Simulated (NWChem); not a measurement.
HTeF; SMILES [TeH]F

Computed with NWChem. def2 effective core potentials on Te; no spin-orbit coupling. Each level has its own optimisation; frequencies are unscaled.

For level BLYP/def2-SVP:

| Item | Result |
|---|---|
| r F–Te (Å) | 1.980 |
| highest harmonic frequency (cm⁻¹) | 1990 |
| lowest (cm⁻¹) | 576 |

Question: What are these values for level LDA (Slater exchange, VWN5)/def2-SVP?

Answer: 
- r F–Te (Å) = 1.940
- highest harmonic frequency (cm⁻¹) = 2039
- lowest (cm⁻¹) = 625
